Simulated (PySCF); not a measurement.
# Partial charges of `C#C[C@@H]1C[C@]1(C)S(=O)(=O)[O-]`

C6H7O3S (charge -1).
Z-matrix (Å and degrees, PBE0-D3(BJ)/def2-SVP geometry), rows numbered from 1:
```
C 
C   1  1.2129
C   2  1.4376  1  174.50
C   3  1.5171  2  122.81  1  -124.45
C   4  1.4860  3   60.53  2  -114.42
C   5  1.5026  3  118.28  4   112.46
S   5  1.8255  3  119.87  4  -105.09
O   7  1.4803  5  102.40  3   161.56
O   7  1.4768  5  103.74  3   -79.14
O   7  1.4783  5  104.79  3    42.21
H   1  1.0724  2  175.46  3  -168.56
H   3  1.0979  2  112.20  1    19.19
H   4  1.0953  3  117.64  5  -110.01
H   4  1.0932  3  115.49  5   105.23
H   6  1.1005  5  109.21  3    85.66
H   6  1.0996  5  108.97  3  -156.60
H   6  1.1034  5  111.72  3   -35.33
```

Density: PBE0/pcSseg-1 (PySCF); schemes: Mulliken, IAO, Hirshfeld and ESP-fitted. Isolated species at its PBE0-D3(BJ)/def2-SVP geometry (one conformer only). The pcSseg-1 basis has no diffuse functions, a weakness for an anion.

Task: Give the atomic charges in each scheme.

Result: In e:

```json
{"atom": "C1", "environment": "terminal alkyne carbon", "Mulliken": "-0.430", "IAO": "-0.289", "Hirshfeld": "-0.161", "ESP-fitted": "-0.500"}
{"atom": "C2", "environment": "alkyne carbon", "Mulliken": "+0.413", "IAO": "+0.009", "Hirshfeld": "-0.038", "ESP-fitted": "+0.018"}
{"atom": "C3", "environment": "propargylic carbon", "Mulliken": "-0.301", "IAO": "-0.155", "Hirshfeld": "-0.042", "ESP-fitted": "-0.032"}
{"atom": "C4", "environment": "three-membered-ring carbon", "Mulliken": "-0.061", "IAO": "-0.278", "Hirshfeld": "-0.098", "ESP-fitted": "-0.442"}
{"atom": "C5", "environment": "sp3 carbon bound to sulfur", "Mulliken": "-0.595", "IAO": "-0.191", "Hirshfeld": "-0.020", "ESP-fitted": "+0.204"}
{"atom": "C6", "environment": "methyl carbon", "Mulliken": "-0.137", "IAO": "-0.410", "Hirshfeld": "-0.129", "ESP-fitted": "-0.583"}
{"atom": "S7", "environment": "sulfonyl sulfur", "Mulliken": "+1.300", "IAO": "+2.168", "Hirshfeld": "+0.445", "ESP-fitted": "+1.077"}
{"atom": "O8", "environment": "oxygen bonded to S", "Mulliken": "-0.645", "IAO": "-0.969", "Hirshfeld": "-0.419", "ESP-fitted": "-0.663"}
{"atom": "O9", "environment": "oxygen bonded to S", "Mulliken": "-0.639", "IAO": "-0.959", "Hirshfeld": "-0.417", "ESP-fitted": "-0.637"}
{"atom": "O10", "environment": "oxygen bonded to S", "Mulliken": "-0.636", "IAO": "-0.955", "Hirshfeld": "-0.394", "ESP-fitted": "-0.604"}
{"atom": "H11", "environment": "alkyne hydrogen", "Mulliken": "+0.040", "IAO": "+0.180", "Hirshfeld": "+0.072", "ESP-fitted": "+0.293"}
{"atom": "H12", "environment": "methine hydrogen", "Mulliken": "+0.120", "IAO": "+0.143", "Hirshfeld": "+0.040", "ESP-fitted": "+0.101"}
{"atom": "H13", "environment": "methylene hydrogen", "Mulliken": "+0.095", "IAO": "+0.124", "Hirshfeld": "+0.033", "ESP-fitted": "+0.139"}
{"atom": "H14", "environment": "methylene hydrogen", "Mulliken": "+0.151", "IAO": "+0.171", "Hirshfeld": "+0.038", "ESP-fitted": "+0.179"}
{"atom": "H15", "environment": "methyl hydrogen", "Mulliken": "+0.126", "IAO": "+0.150", "Hirshfeld": "+0.033", "ESP-fitted": "+0.147"}
{"atom": "H16", "environment": "methyl hydrogen", "Mulliken": "+0.130", "IAO": "+0.154", "Hirshfeld": "+0.031", "ESP-fitted": "+0.170"}
{"atom": "H17", "environment": "methyl hydrogen", "Mulliken": "+0.067", "IAO": "+0.108", "Hirshfeld": "+0.024", "ESP-fitted": "+0.135"}
```

Mean size of the charges over all atoms: IAO 0.436 e, ESP-fitted 0.348 e, Mulliken 0.346 e, Hirshfeld 0.143 e. Each set sums to the total charge, -1, to within 0.001 e. The Hirshfeld scheme divides the density at each point in proportion to the densities of the neutral, spherically averaged free atoms.

Lowest charge. All schemes agree: Mulliken O8 (-0.645); IAO O8 (-0.969); Hirshfeld O8 (-0.419); ESP-fitted O8 (-0.663).

Highest charge. All schemes agree: Mulliken S7 (+1.300); IAO S7 (+2.168); Hirshfeld S7 (+0.445); ESP-fitted S7 (+1.077).

Task: Sum the charges by element, for elements with more than one atom.

Result: 
| element | atoms | Mulliken | IAO | Hirshfeld | ESP-fitted |
| --- | --- | --- | --- | --- | --- |
| C | 6 | -1.110 | -1.314 | -0.487 | -1.336 |
| O | 3 | -1.920 | -2.883 | -1.230 | -1.903 |
| H | 7 | +0.730 | +1.030 | +0.271 | +1.163 |

Task: How closely do the schemes follow one another over all atoms?

Result: Correlation coefficient and root-mean-square difference: IAO with Hirshfeld 0.95, 0.493 e; Hirshfeld with ESP-fitted 0.94, 0.263 e; Mulliken with IAO 0.93, 0.305 e; IAO with ESP-fitted 0.92, 0.325 e; Mulliken with Hirshfeld 0.88, 0.308 e; Mulliken with ESP-fitted 0.81, 0.281 e.

Task: How many electrons does the Hirshfeld scheme count on C4?

Result: Z − q = 6 − (-0.098) = 6.098.

These values come from a run that also computed NMR shieldings. Hardware: one thread, Arm Neoverse V1, on a shared host. Cost: 37 s of wall time.
